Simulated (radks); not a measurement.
The numbers below are computed, except where a source is named.
Question: The mean radii <r> (bohr) of the occupied orbitals of an atom or ion are listed with their occupations. Code: a radial shooting solver on a logarithmic mesh with Libxc functionals. Model: scalar-relativistic Kohn-Sham, SCAN, spin-polarised, spherical densities, finite nucleus; meta-GGA in the generalised Kohn-Sham scheme; Fermi nuclear charge, rms radius of each element as measured or else 0.836 A^(1/3) + 0.57 fm.

| orbital | occ. | <r> |
|---|---|---|
| 1s up | 1 | 0.09684 |
| 1s down | 1 | 0.09671 |
| 2s up | 1 | 0.4604 |
| 2s down | 1 | 0.4626 |
| 2p up | 3 | 0.4176 |
| 2p down | 2 | 0.4209 |

Name the element and its charge. Open shells, if any, are filled with parallel spins first.

Answer: Z = 16, sulfur, charge +7: S7+ in [He] 2s2 2p5. The 1s radius gives Z: for a bare nucleus <r> = (2 gamma + 1)/(2Z) with gamma = sqrt(1 - (Z/c)^2), 0.09332 bohr for Z = 16, and screening makes it slightly larger (0.09684 here). The occupations add up to 9, and the charge is Z minus that.
